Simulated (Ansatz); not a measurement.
The same path of BF3 + H2 (6 atoms, charge 0, multiplicity 1) was run twice with different band settings. Lost on the way: B1–F2, H5–H6. Made: B1–H6, F2–H5.

The calculation used RKS PBE0/def2-SVPD in Ansatz 0.2.0.

Relaxed end points:

```xyz
6
Properties=species:S:1:pos:R:3
B -0.312 -0.823 -0.127
F 0.153 -1.168 1.053
F 0.440 -0.964 -1.196
F -1.538 -0.363 -0.242
H 0.756 1.550 0.597
H 0.501 1.769 -0.085
```

```xyz
6
Properties=species:S:1:pos:R:3
B -0.423 -0.090 -0.821
F 0.688 -0.124 1.510
F 0.365 -1.041 -1.285
F -1.599 -0.444 -0.340
H 1.085 0.635 1.853
H -0.117 1.064 -0.917
```

Common settings: movable images 5; climbing image yes; spring 5.0 eV/Å²; optimiser quadratic models (default); start path through a guess of the saddle point; force threshold 0.03 eV/Å; end points relaxed.

| run | iteration limit |
| --- | --- |
| 1 | 60 |
| 2 | 3 |

Question: What does each run give, and how far can it be trusted?

Answer: Run 1: converged after 8 iterations, highest image 1.889 eV above the first end. Neighbouring images differ by up to 1.3 eV, so the band resolves the path poorly. A vibrational analysis at the climbing image gives one clearly imaginary mode, 1219i cm⁻¹: a first-order saddle point.
Run 2: not converged after 3 iterations, highest image 1.994 eV above the first end. The band didn't meet its force threshold, so its energies are provisional: the largest band force was still 5.08 eV/Å, and over the last iterations the top moved between 1.96 and 2.05 eV.
The orbitals stay closed-shell, which can raise the energy where a bond breaks towards radicals; this wasn't checked here.
